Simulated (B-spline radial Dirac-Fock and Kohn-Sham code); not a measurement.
Z = 10 (neon), transition energy 195 keV. Method: a Dirac-Hartree-Slater potential of the neutral atom with a Latter tail (no hole, which puts coefficients of high multipoles low close above an edge), finite nucleus with surface currents. Computed with a B-spline atomic structure program. Subshells that would emit electrons below 1 keV are left out.

Q: A pure transition shows α(K) = 0.00145, L1/L2 = 191 and L1/L3 = 365. What is its multipolarity?
A. E3
B. E4
C. E1
D. M1
E. M3
F. M4
G. M2
H. E2

A: G. For comparison, α(K), L1/L2, L1/L3 are E1 0.000393, 756, 379; E2 0.00303, 338, 221; E3 0.0199, 149, 114; E4 0.124, 78.2, 64.0; M1 0.000237, 379, 567; M3 0.00877, 114, 163; M4 0.0533, 76.0, 82.6.
